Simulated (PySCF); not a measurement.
A calculated (UHF, PySCF 2.14, aug-cc-pVDZ-DK, the spin-free X2C one-electron Hamiltonian (Gaussian nucleus)) atom or ion has these occupied shells.

| shell | electrons | orbital energy (eV) | rms radius, mean of both spins (bohr) |
| --- | --- | --- | --- |
| 1s α | 1 | -583.29 | 0.230 |
| 1s β | 1 | -579.57 | 0.230 |
| 2s α | 1 | -56.484 | 1.20 |
| 2s β | 1 | -41.854 | 1.20 |
| 2p α | 3 | -36.157 | 1.22 |

Problem. Name the element and its charge.

Solution. O+ (oxygen, charge +1), in [He] 2s2 2p3, high-spin 4S determinant.
